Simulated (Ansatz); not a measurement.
Species: CH3Si, SMILES `[CH]=[SiH2]` (charge 0, multiplicity 2), formula CH₃Si.

Task: How many basis functions does frozen-core CCSD(T)/cc-pVTZ // B3LYP-D3(BJ)/def2-TZVP (Ansatz, a first-principles code) use, how many core orbitals are frozen, and how many electrons are correlated?

Result: 106 basis functions and 6 frozen orbitals, which leaves 11 correlated electrons. Core time is of the order of seconds.
